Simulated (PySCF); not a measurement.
# NMR parameters from quadrupole coupling constants

Compound: C5H9NOSi.
Cartesian coordinates in Å at the GFN2-xTB level; atoms count from 1:
```
atom  x, y, z in Å
C1     2.220    1.188   -0.876
C2     1.599    0.039   -0.691
C3     0.915   -0.347    0.594
C4     1.606   -1.475    1.175
N5     2.160   -2.370    1.621
C6    -0.563   -0.710    0.358
O7    -1.265    0.448    0.046
Si8   -2.833    0.625   -0.335
H9     2.276    1.938   -0.105
H10    2.697    1.426   -1.811
H11    1.554   -0.707   -1.473
H12    0.953    0.488    1.304
H13   -0.642   -1.439   -0.459
H14   -0.980   -1.170    1.264
H15   -2.859    2.070   -0.468
H16   -3.689    0.104    0.734
H17   -3.156   -0.098   -1.569
```

Computed at PBE0/pcSseg-1 (PySCF, non-relativistic):

```csv
atom,environment,nucleus,spin I,Q (b),CQ = χzz (MHz),η
N5,nitrile nitrogen,14N,1,0.02044,-4.688,0.025
O7,silyl ether oxygen,17O,5/2,-0.0256,-10.459,0.406
```

Give the quadrupolar product PQ = |CQ|√(1 + η²/3), the quadrupolar frequency νQ = 3|CQ|/[2I(2I − 1)] and the Larmor frequency ν0 = |g| × 7.62259 MHz/T × B at 21.15 T, with g(14N) = 0.40376, g(17O) = −0.75752.

```csv
atom,PQ (MHz),νQ (MHz),ν0 (MHz),νQ/ν0
N5,4.689,7.032,65.09,0.108
O7,10.74,1.569,122.13,0.013
```

For N5: PQ = 4.688 × 1.0001, νQ = 4.688 × 1.5000, ν0 = 3.0777 MHz/T × 21.15 T.

Second-order quadrupolar shift of the central transition's centre of gravity (half-integer spins, νQ < ν0/10) at 21.15 and 23.5 T.

From −(3/40)(PQ/ν0)²[I(I + 1) − 3/4]/[I(2I − 1)]², which goes as 1/B² (ppm):

```csv
site,21.15 T,23.5 T
17O at O7,-46.4,-37.6
```

Quadrupolar 1/T1 and linewidth for τc = 5 ps (extreme narrowing, isotropic tumbling)?

1/T1 = 1/T2 = (3π²/10)(2I + 3)/[I²(2I − 1)] × PQ² × τc; the width is 1/(πT2).

```tsv
site	spin factor (2I + 3)/[I²(2I − 1)]	1/T1 (s⁻¹)	T1 (ms)	linewidth (Hz)
14N at N5	5.000	1630	0.615	518
17O at O7	0.320	547	1.83	174
```

The couplings are those of the rigid, isolated species; surroundings and motion change them. GFN2-xTB bond lengths can be off by several hundredths of an ångström, more for odd bonds, and the gradients follow them. With so small a basis the couplings can be 20 % off.

The run behind these numbers computed NMR shieldings as well. Time: 54 s wall; peak memory 0.84 GiB. Hardware: one thread of an Arm Neoverse N1, shared host with 64 logical CPUs at a one-minute load of 59.

One conformer stands for the species.
